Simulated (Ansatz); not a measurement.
Start from `C=C1CBN1` and change one element to get `C=C1[CH2][AlH][NH]1`.

Ansatz, PBE0-D4/def2-TZVP geometries, multiplicity 1. 

```csv
property,`C=C1CBN1`
HOMO–LUMO gap (PBE0/def2-TZVPP) / eV,6.46
LUMO energy (B3LYP/def2-TZVPP) / eV,-0.38
size of the dipole moment (B3LYP/def2-TZVPP) / D,0.86
size of the dipole moment (ωB97M-V/def2-TZVPP) / D,0.86
HOMO–LUMO gap (B3LYP/def2-TZVPP) / eV,6.01
HOMO–LUMO gap (ωB97M-V/def2-TZVPP) / eV,10.48
```

Problem. Give the same properties after the change, and the shifts. (Best estimate.)

Solution. The calculation gave: 
```json
{"property": "HOMO–LUMO gap (PBE0/def2-TZVPP) / eV", "`C=C1[CH2][AlH][NH]1`": "4.95", "shift": "-1.51"}
{"property": "LUMO energy (B3LYP/def2-TZVPP) / eV", "`C=C1[CH2][AlH][NH]1`": "-1.04", "shift": "-0.66"}
{"property": "size of the dipole moment (B3LYP/def2-TZVPP) / D", "`C=C1[CH2][AlH][NH]1`": "1.48", "shift": "0.62"}
{"property": "size of the dipole moment (ωB97M-V/def2-TZVPP) / D", "`C=C1[CH2][AlH][NH]1`": "1.60", "shift": "0.74"}
{"property": "HOMO–LUMO gap (B3LYP/def2-TZVPP) / eV", "`C=C1[CH2][AlH][NH]1`": "4.54", "shift": "-1.47"}
{"property": "HOMO–LUMO gap (ωB97M-V/def2-TZVPP) / eV", "`C=C1[CH2][AlH][NH]1`": "8.66", "shift": "-1.82"}
```

With PBE0 the HOMO rises by 0.82 eV and the LUMO falls by 0.68 eV, so the gap narrows by about 1.50 eV. PBE moves the HOMO by 0.78 eV and ωB97M-V by 0.86 eV. Dipoles are sizes alone; their direction can turn.

B3LYP here is the variant with VWN-RPA as its local correlation; programs differ in this.
